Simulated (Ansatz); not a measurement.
Molecule: difluoroboranylsilane, sum formula BSiH3F2 (charge 0, singlet). 
Geometry from a B3LYP-D3(BJ)/def2-TZVP (Ansatz, a first-principles code) optimisation:
```
Si
H 1 1.4797
H 1 1.4822 2 109.58
H 1 1.4825 2 109.48 3 -119.01
B 1 2.0346 2 111.07 4 -120.32
F 5 1.3238 1 122.80 2 2.52
F 5 1.3250 6 116.13 1 -179.85
```
Charge 0, spin multiplicity 1.

Basis-set convergence of Hartree-Fock and CCSD correlation energies (hartree) with Ansatz. Valence correlation only, unless marked. Spin-orbit coupling is left out. Non-relativistic.

```json
[
 {"basis": "aug-cc-pV(D+d)Z", "functions": "128", "E(HF)": "-514.37563", "E(corr, CCSD)": "-0.62491"},
 {"basis": "aug-cc-pV(T+d)Z", "functions": "262", "E(HF)": "-514.45951", "E(corr, CCSD)": "-0.76296"},
 {"basis": "aug-cc-pV(Q+d)Z", "functions": "467", "E(HF)": "-514.47894", "E(corr, CCSD)": "-0.81108"}
]
```

Extrapolating the two largest sets (X = 3 and 4) as X^-3: E(corr) = (64·(-0.81108) - 27·(-0.76296))/37 = -0.8462 Eh, an estimate of the basis-set limit. The largest set recovers 95.9 % of it, the smallest 73.8 %.
